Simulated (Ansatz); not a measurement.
**Question.** Name a neutral molecule of C, Ga, N and H with LUMO energy (PBE/def2-TZVPP) between -1.70 and -1.40 eV and size of the dipole moment (ωB97M-V/def2-TZVPP) between 3.30 and 3.60 D (Ansatz, PBE0-D4/def2-TZVP geometry).

**Answer.** `N=C[CH2][GaH][NH2]` (-1.55 eV, 3.34 D). Other molecules can fit too; these were computed, each in one conformer that needn't be the lowest.
